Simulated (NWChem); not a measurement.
ethylenediamine (C2H8N2); SMILES NCCN

```xyz
12

N     -0.1726     1.8521    -0.0518
C      0.5019     0.5706    -0.0332
C     -0.5019    -0.5706    -0.0332
N      0.1726    -1.8521    -0.0518
H      0.4977     2.6096    -0.1566
H     -0.6498     2.0161     0.8332
H      1.1981     0.4272     0.8251
H      1.1206     0.4749    -0.9401
H     -1.1206    -0.4749    -0.9401
H     -1.1981    -0.4272     0.8251
H     -0.4977    -2.6096    -0.1566
H      0.6498    -2.0161     0.8332
```
Atoms are numbered in this order, from 1.

Results from NWChem. Pople sets run with spherical d functions. STO-3G and 3-21G are far too small for this property and stand as cheap habits. Geometry: optimised at PBE0/def2-SVP. Vertical excitations in the gas phase; the lowest state need not have the same character in each row.

### Question
Order these runs by computing time, cheapest first, and give rough ratios: Hartree-Fock/def2-SVPD, CIS; Hartree-Fock/3-21G, CIS; Hartree-Fock/6-31G*, CIS.

### Answer
Hartree-Fock/3-21G, CIS (1), Hartree-Fock/6-31G*, CIS (3), Hartree-Fock/def2-SVPD, CIS (20). Ratios are rough, from one shared machine; the cheapest took very roughly 4 core-seconds. What differs between the cheapest and the dearest: lowest excitation, singlet (eV) 9.08 → 7.63; orbital gap (eV) 17.21 → 13.49.
